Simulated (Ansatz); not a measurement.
Two isomers of C2H5FSi: A = `CC[Si]F`, B = `FC1C[SiH2]1`.

Calculated with Ansatz (gas phase, PBE0-D4/def2-TZVP geometries, no zero-point term in ΔE). CCSD(T)/CBS adds triple-zeta CCSD(T) − MP2 to the extrapolated MP2 energy (def2 sets, frozen cores). Functionals use def2-TZVPP. B3LYP here is the variant with VWN-RPA as its local correlation; programs differ in this. One conformer a species, not always the lowest.

Problem. Which isomer does CCSD(T)/CBS put lower? Give the gap. (Best estimate.)

Solution. The calculation gave: A, by 52.1 kcal/mol.

Problem. Give E(B) − E(A) in kcal/mol with CCSD(T)/def2-SVP, B3LYP-D4, PBE0-D4, HF/def2-TZVPP, LDA (SPW92), r2SCAN-D4, CCSD/def2-TZVPP. (An estimate is asked.)

Solution. Computed: CCSD(T)/def2-SVP 50.0, B3LYP-D4 51.4, PBE0-D4 46.9, HF/def2-TZVPP 54.1, LDA (SPW92) 43.4, r2SCAN-D4 45.8, CCSD/def2-TZVPP 52.8. None reverses the order clearly.

Problem. Does the order hold for the free energy at 298.15 K (harmonic terms from PBE0-D4)? (An estimate is asked.)

Solution. Computed: Yes: G(B) − G(A) = +50.7 kcal/mol, for one conformer each. Modes under 60 cm⁻¹, often nearly free rotors, make the harmonic entropy too high.

Largest T1 diagnostic: 0.013.

At CCSD(T), def2-SVP lies −2.1 kcal/mol from the extrapolated value and def2-TZVPP −0.3 kcal/mol. From BLYP to BHLYP (50 % exact exchange), in def2-TZVPP and without D4, E(B) − E(A) moves by +1.1 kcal/mol.
